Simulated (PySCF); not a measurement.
Molfile (atoms numbered from 1):
```
C6H15OPSi
     RDKit          3D

 24 24  0  0  0  0  0  0  0  0999 V2000
   -2.4278   -0.9411    0.9291 C   0  0  0  0  0  0  0  0  0  0  0  0
   -0.9511   -0.1478    0.0295 Si  0  0  0  0  0  4  0  0  0  0  0  0
   -1.5303    0.7951   -1.5258 C   0  0  0  0  0  0  0  0  0  0  0  0
   -0.0683    1.0606    1.2157 C   0  0  0  0  0  0  0  0  0  0  0  0
    1.2643    1.5226    0.6498 C   0  0  0  0  0  0  0  0  0  0  0  0
    2.3986    0.1429    0.2824 P   0  0  0  0  0  5  0  0  0  0  0  0
    3.7554    0.5652   -0.0786 O   0  0  0  0  0  0  0  0  0  0  0  0
    1.5984   -0.9263   -0.9592 C   0  0  0  0  0  0  0  0  0  0  0  0
    0.2829   -1.5148   -0.4766 C   0  0  0  0  0  0  0  0  0  0  0  0
   -2.9451   -1.6388    0.2805 H   0  0  0  0  0  0  0  0  0  0  0  0
   -3.1439   -0.1868    1.2345 H   0  0  0  0  0  0  0  0  0  0  0  0
   -2.1221   -1.4830    1.8177 H   0  0  0  0  0  0  0  0  0  0  0  0
   -0.7008    1.2556   -2.0547 H   0  0  0  0  0  0  0  0  0  0  0  0
   -2.2303    1.5840   -1.2680 H   0  0  0  0  0  0  0  0  0  0  0  0
   -2.0329    0.1312   -2.2226 H   0  0  0  0  0  0  0  0  0  0  0  0
    0.1108    0.5732    2.1754 H   0  0  0  0  0  0  0  0  0  0  0  0
   -0.6938    1.9309    1.4217 H   0  0  0  0  0  0  0  0  0  0  0  0
    1.1397    2.0783   -0.2853 H   0  0  0  0  0  0  0  0  0  0  0  0
    1.8020    2.1791    1.3423 H   0  0  0  0  0  0  0  0  0  0  0  0
    2.3381   -0.6310    1.4476 H   0  0  0  0  0  0  0  0  0  0  0  0
    2.3317   -1.7013   -1.2072 H   0  0  0  0  0  0  0  0  0  0  0  0
    1.4660   -0.3132   -1.8567 H   0  0  0  0  0  0  0  0  0  0  0  0
   -0.1371   -2.1486   -1.2596 H   0  0  0  0  0  0  0  0  0  0  0  0
    0.4842   -2.1663    0.3754 H   0  0  0  0  0  0  0  0  0  0  0  0
  1  2  1  0
  2  3  1  0
  2  4  1  0
  4  5  1  0
  5  6  1  0
  6  7  2  0
  6  8  1  0
  8  9  1  0
  9  2  1  0
  1 10  1  0
  1 11  1  0
  1 12  1  0
  3 13  1  0
  3 14  1  0
  3 15  1  0
  4 16  1  0
  4 17  1  0
  5 18  1  0
  5 19  1  0
  6 20  1  0
  8 21  1  0
  8 22  1  0
  9 23  1  0
  9 24  1  0
M  END
```

[PySCF: GFN2-xTB structure; GIAO PBE0/pcSseg-1 shieldings; one averaged value for each set of equivalent atoms; one conformer; isolated molecule; relativity neglected]

δ = σ(ref) − σ, references computed at the same level: 13C (σref 186.93), 1H (σref 31.72), 29Si (σref 349.16) vs TMS; 31P (σref 318.38) against H3PO4; 17O (σref 336.08) against H2O.

```json
{"atoms": "P6", "nucleus": "31P", "count": "1", "δ (ppm)": "9.1"}
{"atoms": "C1", "nucleus": "13C", "count": "1", "δ (ppm)": "-1.8"}
{"atoms": "O7", "nucleus": "17O", "count": "1", "δ (ppm)": "105.5"}
{"atoms": "C3", "nucleus": "13C", "count": "1", "δ (ppm)": "-5.2"}
{"atoms": "H10/H11/H12", "nucleus": "1H", "count": "3", "δ (ppm)": "?"}
{"atoms": "Si2", "nucleus": "29Si", "count": "1", "δ (ppm)": "?"}
{"atoms": "H20", "nucleus": "1H", "count": "1", "δ (ppm)": "6.96"}
{"atoms": "H19/H21", "nucleus": "1H", "count": "2", "δ (ppm)": "2.27"}
{"atoms": "C4/C9", "nucleus": "13C", "count": "2", "δ (ppm)": "9.8"}
{"atoms": "H16/H24", "nucleus": "1H", "count": "2", "δ (ppm)": "?"}
{"atoms": "C5/C8", "nucleus": "13C", "count": "2", "δ (ppm)": "?"}
{"atoms": "H17/H23", "nucleus": "1H", "count": "2", "δ (ppm)": "0.93"}
{"atoms": "H13/H14/H15", "nucleus": "1H", "count": "3", "δ (ppm)": "0.08"}
{"atoms": "H18/H22", "nucleus": "1H", "count": "2", "δ (ppm)": "1.78"}
```

Task: Estimate the values marked ?.

Result: 
- C5/C8: 28.6 ppm, sp3 CH2 bonded to P
- H16/H24: 0.70 ppm, hydrogen on an sp3 CH2 bonded to Si; an electropositive neighbour shields it, as in TMS itself
- H10/H11/H12: -0.13 ppm, hydrogen on a methyl carbon bonded to Si; an electropositive neighbour shields it, as in TMS itself
- Si2: -6.8 ppm, silicon bonded to 4 C, in a 6-membered ring

Shifts are as computed. Against solution values, carbons near 30 ppm lie about +3 ppm off and those near 130 ppm about +5 ppm. Of 1211 compounds with measured shifts, 218 miss one by over three times the rms of a fit or turn the order of signals round; such compounds aren't used in these exercises. Experimental scales use liquid or dissolved standards, which lie at an offset from isolated H2O (liquid H2O: subtract about 36 ppm) and H3PO4.
